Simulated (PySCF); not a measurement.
SMILES [SiH3]C[SiH2]S, GFN2-xTB optimised geometry.

```
12

Si     1.86    -0.58     0.00
C     -0.05    -0.58     0.00
Si    -0.90     1.12     0.00
S     -0.49     2.17     1.84
H      2.35     0.04     1.23
H      2.34     0.19    -1.15
H      2.33    -1.96    -0.08
H     -0.39    -1.12    -0.88
H     -0.40    -1.15     0.86
H     -2.35     1.02     0.01
H     -0.42     1.96    -1.10
H      0.83     2.10     1.76
```

Density from B3LYP/def2-TZVP in PySCF at that geometry.

Minimum of the electron density along straight lines between bonded atoms, close to the bond critical point (lines longer than 1.1 times the sum of covalent radii, or with two minima, are not listed):

| bond | length / Å | ρ at the minimum / e bohr⁻³ | ∇²ρ there / e bohr⁻⁵ | position (fraction from the first atom) |
|---|---|---|---|---|
| Si1–C2 | 1.905 | 0.114 | 0.14 | 0.39 |
| C2–Si3 | 1.896 | 0.117 | 0.14 | 0.61 |
| Si3–S4 | 2.154 | [?] | 0.08 | 0.36 |
| Si1–H5 | 1.466 | 0.124 | 0.19 | 0.49 |
| Si1–H6 | 1.465 | 0.125 | 0.18 | 0.49 |
| Si1–H7 | 1.463 | 0.125 | 0.18 | 0.49 |
| C2–H8 | 1.090 | 0.271 | -0.88 | 0.64 |
| C2–H9 | 1.091 | 0.271 | -0.89 | 0.64 |
| Si3–H10 | 1.457 | 0.128 | 0.18 | 0.49 |
| Si3–H11 | 1.461 | 0.127 | 0.17 | 0.49 |
| S4–H12 | 1.324 | [?] | [?] | 0.63 |

Task: Fill in the missing entries.

Result: 
- Si3–S4, ρ at the minimum / e bohr⁻³: 0.097
- S4–H12, ρ at the minimum / e bohr⁻³: 0.221
- S4–H12, ∇²ρ there / e bohr⁻⁵: -0.66
